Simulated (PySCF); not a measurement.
**Computed properties of SrF2, SMILES [F][Sr][F]**

SrF2, SMILES [F][Sr][F]. Geometry optimised at B3LYP-D3(BJ)/def2-TZVP. The isomer is the one that the SMILES or the coordinates give; other isomers of the formula were not compared. The def2 effective core potentials stand for the cores of Sr; spin–orbit coupling is left out. The values are those of a single conformer. All values are computed for the isolated molecule unless a solvent is named; none is compared with measurement here.

**Structure.** The optimised structure has C2v symmetry. All 3 harmonic modes at B3LYP-D3(BJ)/def2-TZVP (PySCF) are real, so it is a minimum. With heavy atoms numbered as in [Sr:1]([F:2])[F:3], the shortest bond between them is Sr1–F2 at 2.139 Å and the longest Sr1–F3 at 2.139 Å.

**Vibrations.** The strongest infrared lines (harmonic, unscaled, degenerate partners summed) lie at 474 cm⁻¹ (212 km/mol, F 74 %, Sr 26 %), 87 cm⁻¹ (45 km/mol, F 79 %, Sr 21 %), 470 cm⁻¹ (40 km/mol, F 91 %, Sr 9 %). The softest mode is at 87 cm⁻¹ and the zero-point energy is 1.5 kcal/mol.

**Electronic structure.** HF/def2-TZVPD (PySCF) places the frontier levels at -13.41 and -0.37 eV, a gap of 13.04 eV, and gives a dipole moment of 6.67 D and a mean polarisability of 20.4 bohr³. PBE/def2-TZVPD (PySCF) at the same geometry gives -6.64 and -2.33 eV, so its gap is 8.73 eV narrower. An orbital gap is neither the optical nor the fundamental gap.

**Excitations.** TDDFT-ωB97X/def2-TZVPD (PySCF) has S1 at 6.50 eV (191 nm, f = 0.001, dark); the most intense of the 10 singlets computed lies at 6.79 eV (f = 0.05). T1 (TDA) is at 6.45 eV. TDDFT-PBE/def2-TZVPD (PySCF) puts S1 at 4.32 eV. No vertical singlet excitation falls in the visible range (under 3.1 eV).
